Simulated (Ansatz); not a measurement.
## From C to Sn: the HOMO–LUMO gap

One atom is swapped for its congeners: C3H10Si `CC(C)[SiH3]`; GeH(CH3)2(SiH3); SnH(CH3)2(SiH3). The Si member is missing. All are singlets with charge 0.

Shapes, held fixed at every level: PBE0-D4/def2-TZVP. Programs: Ansatz 0.2.0. Values in eV.

Q: How should the HOMO–LUMO gap change along the series?

A: At wB97M-V/def2-TZVPP the HOMO–LUMO gap falls at every step, from 12.57 to 11.05 eV. Every level shows the same order. For atoms past krypton def2 sets carry core potentials with scalar relativity. Relativity is left out for Ge unless named. Orbital gaps aren't excitation energies, and the LUMO depends on the basis.

```json
{"level": "PBE-D4/def2-TZVPP", "C3H10Si": "6.77", "GeH(CH3)2(SiH3)": "6.31", "SnH(CH3)2(SiH3)": "5.83"}
{"level": "r2SCAN-D4/def2-TZVPP", "C3H10Si": "7.52", "GeH(CH3)2(SiH3)": "6.89", "SnH(CH3)2(SiH3)": "6.38"}
{"level": "B3LYP-D4/def2-TZVPP", "C3H10Si": "8.38", "GeH(CH3)2(SiH3)": "7.76", "SnH(CH3)2(SiH3)": "7.22"}
{"level": "PBE0-D4/def2-TZVPP", "C3H10Si": "8.82", "GeH(CH3)2(SiH3)": "8.19", "SnH(CH3)2(SiH3)": "7.62"}
{"level": "wB97X-V/def2-TZVPP", "C3H10Si": "13.08", "GeH(CH3)2(SiH3)": "12.32", "SnH(CH3)2(SiH3)": "11.61"}
{"level": "wB97M-V/def2-TZVPP", "C3H10Si": "12.57", "GeH(CH3)2(SiH3)": "11.78", "SnH(CH3)2(SiH3)": "11.05"}
```
